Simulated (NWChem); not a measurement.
System: Si$_{2}$H$_{5}$O$_{2}$F; SMILES O[SiH](O)[SiH2]F

Here is an NWChem input.

```
start job
memory heap 200 mb stack 900 mb global 1100 mb
geometry units angstroms noautosym nocenter noautoz
  O      1.554780     1.127186    -0.549778
  Si     0.158766     0.777360     0.287497
  O     -1.124349     1.731003    -0.173610
  Si    -0.551062    -1.368060    -0.307821
  F      0.559541    -2.443030     0.226074
  H      2.236634     1.622987    -0.088307
  H      0.445271     0.951771     1.749850
  H     -1.086502     2.674233     0.011810
  H     -0.670792    -1.517114    -1.787709
  H     -1.856127    -1.713690     0.329283
end
basis spherical
  * library def2-svp
end
dft
  xc pbe0
  iterations 150
end
cosmo
  do_cosmo_smd true
  solvent water
end
task dft energy
```

Output (shortened):

```
             Northwest Computational Chemistry Package (NWChem) 7.3.0
             --------------------------------------------------------

                             Geometry "geometry" -> ""
                             -------------------------

 Output coordinates in angstroms (scale by  1.889725989 to convert to a.u.)

  No.       Tag          Charge          X              Y              Z
 ---- ---------------- ---------- -------------- -------------- --------------
    1 O                    8.0000     1.55478000     1.12718600    -0.54977800
    2 Si                  14.0000     0.15876600     0.77736000     0.28749700
    3 O                    8.0000    -1.12434900     1.73100300    -0.17361000
    4 Si                  14.0000    -0.55106200    -1.36806000    -0.30782100
    5 F                    9.0000     0.55954100    -2.44303000     0.22607400
    6 H                    1.0000     2.23663400     1.62298700    -0.08830700
    7 H                    1.0000     0.44527100     0.95177100     1.74985000
    8 H                    1.0000    -1.08650200     2.67423300     0.01181000
    9 H                    1.0000    -0.67079200    -1.51711400    -1.78770900
   10 H                    1.0000    -1.85612700    -1.71369000     0.32928300

 Effective nuclear repulsion energy (a.u.)     304.0128278395

                                 NWChem DFT Module
                                 -----------------

 Summary of "ao basis" -> "ao basis" (spherical)
 ------------------------------------------------------------------------------
       Tag                 Description            Shells   Functions and Types
 ---------------- ------------------------------  ------  ---------------------
 O                          def2-svp                 6       14   3s2p1d
 Si                         def2-svp                 8       18   4s3p1d
 F                          def2-svp                 6       14   3s2p1d
 H                          def2-svp                 3        5   2s1p

 in cosmo_initialize ...
 calling solv_data for solv:h2o

 solvent parameters
 solvname_short: h2o
 solvname_long:  water
 dielec:       78.4000
 dielecinf:     1.7769
 aqueous SMD model solvent descriptors
 dielec:       78.4000
 sola:          0.8200

          ---------------
          -cosmo- solvent
          ---------------
 Cosmo: York-Karplus, doi: 10.1021/jp992097l
 dielectric constant -eps-     =  78.40
 screen = (eps-1)/(eps    )    =   0.98724
 surface charge correction     = lagrangian

   van der Waals surface
 --------------------------

 ---------- ATOMIC COORDINATES (A.U.) ------------ VDWR(ANG.) --
     1    2.93810817    2.13007268   -1.03892977     1.520
     2    0.30002424    1.46899739    0.54329055     2.470
     3   -2.12471153    3.27112136   -0.32807533     1.520
     4   -1.04135618   -2.58525854   -0.58169734     2.470
     5    1.05737917   -4.61665728    0.42721791     1.730
     6    4.22662540    3.06700071   -0.16687603     1.200
     7    0.84144018    1.79858639    3.30673702     1.200
     8   -2.05319107    5.05356760    0.02231766     1.200
     9   -1.26761308   -2.86692975   -3.37828016     1.200
    10   -3.50757143   -3.23840453    0.62225464     1.200
 number of segments per atom =        128
 number of   points per atom =        128
 atom (   nspa,  nppa )
 ----------------------
    1 (     44,     0 )       0
    2 (     67,     0 )       0
    3 (     42,     0 )       0
    4 (     77,     0 )       0
    5 (     67,     0 )       0
    6 (     62,     0 )       0
    7 (     33,     0 )       0
    8 (     61,     0 )       0
    9 (     31,     0 )       0
   10 (     35,     0 )       0
 number of -cosmo- surface points =      519
 molecular surface =    131.886 angstrom**2
 molecular volume  =    122.160 angstrom**3
 -lineq- algorithm             =   0
 -bem- low  level              =   3
 -bem- from -octahedral-
 gaussian surface charge width =   4.50000
 degree of switching           =   1.00000
 switching function tolerance  =   0.00010
 atomic radii =
 --------------
    1  8.000  1.520
    2 14.000  2.470
    3  8.000  1.520
    4 14.000  2.470
    5  9.000  1.730
    6  1.000  1.200
    7  1.000  1.200
    8  1.000  1.200
    9  1.000  1.200
   10  1.000  1.200
 ...... end of -cosmo- initialization ......

 nat:                    10
 ixmem:                  5529
 calling mnsol_interface()
 G(SMD-CDS) energy (kcal/mol)  =     3.764
 SMD-CDS SASA (angstrom**2)    =   160.073

            General Information
            -------------------
          SCF calculation type: DFT
          Wavefunction type:  closed shell.
          No. of atoms     :    10
          No. of electrons :    58
           Alpha electrons :    29
            Beta electrons :    29
          Charge           :     0
          Spin multiplicity:     1
          Use of symmetry is: off; symmetry adaption is: off
          Maximum number of iterations: 150
          AO basis - number of functions:   103
                     number of shells:    49
          Convergence on energy requested:  1.00D-06
          Convergence on density requested:  1.00D-05
          Convergence on gradient requested:  5.00D-04

              XC Information
              --------------
                         PBE0 Method XC Functional
                     Hartree-Fock (Exact) Exchange  0.250
          PerdewBurkeErnzerhof Exchange Functional  0.750
            Perdew 1991 LDA Correlation Functional  1.000 local
           PerdewBurkeErnz. Correlation Functional  1.000 non-local

             Grid Information
             ----------------
          Grid used for XC integration:  medium
          Radial quadrature: Mura-Knowles
          Angular quadrature: Lebedev.
          Tag              B.-S. Rad. Rad. Pts. Rad. Cut. Ang. Pts.
          ---              ---------- --------- --------- ---------
          O                   0.60       49          11.0       434
          Si                  1.10       88          11.0       590
          F                   0.50       49          13.0       434
          H                   0.35       45          13.0       434
          Grid pruning is: on
          Number of quadrature shells:   548
          Spatial weights used:  Erf1

      Superposition of Atomic Density Guess
      -------------------------------------

 Sum of atomic energies:        -828.64830282

      Non-variational initial energy
      ------------------------------

 Total energy =    -829.957217
 1-e energy   =   -1753.953864
 2-e energy   =     619.983819
 HOMO         =      -0.306569
 LUMO         =       0.009334

   convergence    iter        energy       DeltaE   RMS-Dens  Diis-err
 ---------------- ----- ----------------- --------- --------- ---------
     COSMO gas phase
 d= 0,ls=0.0,diis     1   -831.4034096555 -1.14D+03  1.63D-02  1.14D+00
 d= 0,ls=0.0,diis     2   -831.3215534911  8.19D-02  8.91D-03  2.23D+00
 d= 0,ls=0.0,diis     3   -831.5288798771 -2.07D-01  8.43D-04  1.69D-02
 d= 0,ls=0.0,diis     4   -831.5302420966 -1.36D-03  2.92D-04  1.12D-03
 d= 0,ls=0.0,diis     5   -831.5303154492 -7.34D-05  1.13D-04  4.28D-04
  Resetting Diis
 d= 0,ls=0.0,diis     6   -831.5303549448 -3.95D-05  2.05D-05  4.09D-06
 d= 0,ls=0.0,diis     7   -831.5303553829 -4.38D-07  1.04D-05  6.13D-07
 d= 0,ls=0.0,diis     8   -831.5303553412  4.17D-08  5.76D-06  1.13D-06

   convergence    iter        energy       DeltaE   RMS-Dens  Diis-err
 ---------------- ----- ----------------- --------- --------- ---------
     COSMO solvation phase
 d= 0,ls=0.0,diis     1   -831.5401702963 -9.81D-03  1.50D-03  8.63D-03
 d= 0,ls=0.0,diis     2   -831.5420188574 -1.85D-03  4.23D-04  2.90D-03
 d= 0,ls=0.0,diis     3   -831.5421996646 -1.81D-04  1.87D-04  1.00D-03
 d= 0,ls=0.0,diis     4   -831.5422909838 -9.13D-05  4.41D-05  3.88D-05
 d= 0,ls=0.0,diis     5   -831.5422949409 -3.96D-06  8.87D-06  4.62D-07
 d= 0,ls=0.0,diis     6   -831.5422950020 -6.11D-08  2.47D-06  8.59D-08

         Total DFT energy =     -831.542295002007
      One electron energy =    -1758.658864732508
           Coulomb energy =      693.715437120245
    Exchange-Corr. energy =      -70.991712999298
 Nuclear repulsion energy =      304.012827839530

             COSMO energy =        0.380017770024

 Numeric. integr. density =       58.000002803255

                                COSMO-SMD solvation results
                                ---------------------------

             internal energy in gas <Psi(g)|H|Psi(g)> =      -831.530355341222
         internal energy in solvent <Psi(s)|H|Psi(s)> =      -831.527888331835
                               delta internal energy  =         0.002467009387 (    1.55 kcal/mol)
   total free energy in solvent <Psi(s)|H+V/2|Psi(s)> =      -831.548292939549
 polarization energy contribution <Psi(s)|V/2|Psi(s)> =        -0.020404607714 (  -12.80 kcal/mol)
    total free energy in solvent including G(SMD-CDS) =      -831.542295002007
                       G(SMD-CDS) energy contribution =         0.005997937542 (    3.76 kcal/mol)
     1 M fixed-concentration free energy of solvation =        -0.011939660785 (   -7.49 kcal/mol)

                       DFT Final Molecular Orbital Analysis
                       ------------------------------------

 Vector   27  Occ=2.000000D+00  E=-3.410685D-01
              MO Center= -4.9D-01,  9.9D-01, -2.3D-01, r^2= 3.4D+00
   Bfn.  Coefficient  Atom+Function         Bfn.  Coefficient  Atom+Function
  ----- ------------  ---------------      ----- ------------  ---------------
    38      0.417735   3 O  pz               41      0.317335   3 O  pz
    36     -0.227860   3 O  px                4     -0.190647   1 O  px
    39     -0.175235   3 O  px               94      0.151932   9 H  s
     7     -0.135921   1 O  px               37     -0.125422   3 O  py
    17     -0.111008   2 Si s                 6      0.109918   1 O  pz

 Vector   28  Occ=2.000000D+00  E=-3.381891D-01
              MO Center=  6.0D-01,  1.0D+00, -7.7D-02, r^2= 3.3D+00
   Bfn.  Coefficient  Atom+Function         Bfn.  Coefficient  Atom+Function
  ----- ------------  ---------------      ----- ------------  ---------------
     5      0.356732   1 O  py                6     -0.284760   1 O  pz
     8      0.280156   1 O  py               36     -0.236384   3 O  px
     9     -0.211089   1 O  pz               84      0.204197   7 H  s
    39     -0.176771   3 O  px               85      0.173964   7 H  s
    38     -0.153427   3 O  pz                4     -0.122856   1 O  px

 Vector   29  Occ=2.000000D+00  E=-2.940149D-01
              MO Center= -9.5D-02, -1.1D-01,  1.2D-01, r^2= 3.8D+00
   Bfn.  Coefficient  Atom+Function         Bfn.  Coefficient  Atom+Function
  ----- ------------  ---------------      ----- ------------  ---------------
    55      0.235272   4 Si py               84     -0.230740   7 H  s
    23     -0.204720   2 Si py                5      0.182154   1 O  py
    17      0.177785   2 Si s                85     -0.168214   7 H  s
    58      0.166767   4 Si py               69      0.153551   5 F  py
    38      0.147200   3 O  pz               24     -0.146213   2 Si pz

 Vector   30  Occ=0.000000D+00  E=-1.090952D-02
              MO Center= -3.7D-01, -6.3D-01, -1.1D-01, r^2= 4.2D+00
   Bfn.  Coefficient  Atom+Function         Bfn.  Coefficient  Atom+Function
  ----- ------------  ---------------      ----- ------------  ---------------
    58      0.625591   4 Si py               57     -0.447521   4 Si px
    26      0.401492   2 Si py               18     -0.345139   2 Si s
    67      0.333712   5 F  s                35     -0.316853   3 O  s
    50      0.311146   4 Si s                59     -0.296593   4 Si pz
    95     -0.280261   9 H  s                25     -0.223250   2 Si px

 Vector   31  Occ=0.000000D+00  E= 1.782143D-02
              MO Center=  9.2D-02,  2.0D-02, -3.3D-02, r^2= 4.7D+00
   Bfn.  Coefficient  Atom+Function         Bfn.  Coefficient  Atom+Function
  ----- ------------  ---------------      ----- ------------  ---------------
    95      0.560214   9 H  s                59      0.542651   4 Si pz
     3      0.520001   1 O  s               100     -0.500108  10 H  s
    27      0.448399   2 Si pz               57     -0.413575   4 Si px
    25     -0.405856   2 Si px               85     -0.320553   7 H  s
    80     -0.300561   6 H  s                26     -0.263362   2 Si py

 Vector   32  Occ=0.000000D+00  E= 7.531640D-02
              MO Center= -3.0D-01,  7.3D-01, -1.1D-02, r^2= 6.8D+00
   Bfn.  Coefficient  Atom+Function         Bfn.  Coefficient  Atom+Function
  ----- ------------  ---------------      ----- ------------  ---------------
    18      1.242131   2 Si s                50     -0.835500   4 Si s
    58     -0.651919   4 Si py               35     -0.646069   3 O  s
    85     -0.611233   7 H  s                90      0.593615   8 H  s
    49     -0.515869   4 Si s                95      0.460304   9 H  s
    80      0.374611   6 H  s                17      0.361540   2 Si s

     Multipole analysis of the density
     ---------------------------------

     L   x y z        total         alpha         beta         nuclear
     -   - - -        -----         -----         ----         -------
     0   0 0 0     -0.000000    -29.000000    -29.000000     58.000000

     1   1 0 0      0.176963     -1.853833     -1.853833      3.884628
     1   0 1 0      1.489794      5.821996      5.821996    -10.154199
     1   0 0 1      0.580310      3.901466      3.901466     -7.222622

     2   2 0 0    -31.330978    -99.854231    -99.854231    168.377485
     2   1 1 0      3.358514     -5.063692     -5.063692     13.485898
     2   1 0 1      1.120271      0.502241      0.502241      0.115789
     2   0 2 0    -28.817201   -261.603095   -261.603095    494.388989
     2   0 1 1      2.607881      0.601239      0.601239      1.405403
     2   0 0 2    -33.901611    -38.336329    -38.336329     42.771047
```

Level: PBE0/def2-SVP, SMD on the gas-phase geometry. The geometry was optimised at PBE0/def2-SVP. Solvent: water.
